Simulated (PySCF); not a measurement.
An unknown shows these calculated signals:

$^{1}$H NMR (500 MHz, computed): δ 7.99 (s, 1H), 6.74 (m, 1H), 5.02 (m, 1H), 4.65 (m, 1H), 3.53 (s, 3H), 2.87 (br s, 1H).

$^{13}$C{$^{1}$H} NMR (computed): δ 166.1 (CH), 149.5 (CH), 102.6 (CH2).

One conformer, averaged over atoms made equivalent by symmetry, fast rotation or ring inversion, no relativistic terms, no solvent model. Structure optimised with GFN2-xTB; GIAO PBE0/pcSseg-1 shieldings; PySCF 2.14.

Scale: $^{1}$H and $^{13}$C vs TMS (reference shieldings calculated alike).

Problem. Which of these does the molecule contain: a CF3 group, a non-aromatic C=C double bond, a Si–H bond, a vinyl group CH=CH2, a tert-butyl group, an amide?

Solution. 
- A CF3 group: no.
- A non-aromatic C=C double bond: yes.
- A Si–H bond: yes (δH 3.53 (s)).
- A vinyl group CH=CH2: yes (δC 102.6, 149.5; δH 5.02 (m), 4.65 (m), 6.74 (m)).
- A tert-butyl group: no.
- An amide: no.

The data belong to `C=CO[Si@](O)([SiH3])OC=O`, C3H8O4Si2; they needn't prove each group on their own.

Carbon signals by region: 1 in the far downfield region (above 160 ppm), 2 in the sp2 and nitrile region (100–160 ppm). Above 160 ppm: 166.1, carbonyl carbon.

OH and NH positions are those of a molecule without intermolecular hydrogen bonds; in solution they move with solvent, concentration and temperature, and exchange usually removes their couplings. Shifts are as computed. Against solution values, carbons near 30 ppm lie about +3 ppm off and those near 130 ppm about +5 ppm. Of 1211 compounds with measured shifts, 218 miss one by over three times the rms of a fit or turn the order of signals round; such compounds aren't used in these exercises. Multiplicities follow the n + 1 count of equivalent neighbours, as no J values were calculated; m marks all less simple cases, F and P coupling included.
